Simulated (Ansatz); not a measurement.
Pulling the pair apart

The pair of K⁺ (SMILES [K+], atom 1) and SiH$_{3}$Cl (SMILES [SiH3]Cl, atoms 2–6), both closed shells, in one local arrangement (a lower one may exist), relaxed at PBE0-D4/def2-TZVP:

```json
{"atom": "K1", "x (Å)": "-0.6822", "y (Å)": "-1.8857", "z (Å)": "-3.2465"}
{"atom": "Si2", "x (Å)": "0.2206", "y (Å)": "0.3901", "z (Å)": "0.8124"}
{"atom": "Cl3", "x (Å)": "-0.7649", "y (Å)": "0.2822", "z (Å)": "-1.0491"}
{"atom": "H4", "x (Å)": "1.0140", "y (Å)": "-0.8522", "z (Å)": "0.9147"}
{"atom": "H5", "x (Å)": "-0.8498", "y (Å)": "0.4669", "z (Å)": "1.8233"}
{"atom": "H6", "x (Å)": "1.0623", "y (Å)": "1.5986", "z (Å)": "0.7452"}
```

SiH$_{3}$Cl is shifted rigidly along the line between the mean atom positions of the two fragments (negative: closer). Counterpoise interaction energies in kcal/mol. Computed with Ansatz 0.2.0 (basis: def2-TZVPPD); correlated methods freeze the cores. The outer core shell of Li, Na, Mg and K is correlated. The def2 sets are not built for correlating such inner shells, so the correlated values are less sure here.

```json
{"shift (Å)": "-0.31", "PBE0-D4": "-9.50", "r2SCAN-D4": "-8.77", "HF": "-6.77"}
{"shift (Å)": "-0.15", "PBE0-D4": "-10.86", "r2SCAN-D4": "-10.20", "HF": "-8.84"}
{"shift (Å)": "0.00", "PBE0-D4": "-11.20", "r2SCAN-D4": "-10.57", "HF": "-9.67"}
{"shift (Å)": "0.15", "PBE0-D4": "-10.99", "r2SCAN-D4": "-10.35", "HF": "-9.77"}
{"shift (Å)": "0.37", "PBE0-D4": "-10.40", "r2SCAN-D4": "-9.62", "HF": "-9.28"}
{"shift (Å)": "0.77", "PBE0-D4": "-9.22", "r2SCAN-D4": "-8.00", "HF": "-7.77"}
{"shift (Å)": "1.54", "PBE0-D4": "-5.99", "r2SCAN-D4": "-5.25", "HF": "-5.27"}
{"shift (Å)": "3.09", "PBE0-D4": "-2.83", "r2SCAN-D4": "-2.68", "HF": "-2.83"}
```

Q: What does CCSD(T) give at these shifts? (To be estimated.)

A: The calculation gives: -7.79, -9.52, -10.10, -10.01, -9.33, -7.61, -4.99, -2.60 kcal/mol. For zero shift, CCSD(T) at an estimated basis limit (MP2 extrapolated from triple and quadruple zeta, plus CCSD(T) − MP2 in triple zeta) gives -11.10 kcal/mol. These are counterpoise interaction energies, counted from the two frozen fragments.

The T1 diagnostic stays at or below 0.007.

For scale, one of the runs: CCSD(T)/def2-TZVPPD, 186 basis functions, launched by `ansatz run in.yaml --threads 2 --pin off --events-out ev --progress --plain --max-ram 5222MiB`. Hardware: 2 CPU threads of an Arm Neoverse V2, shared host. Wall time 38 s; peak host memory 1.8 GiB.
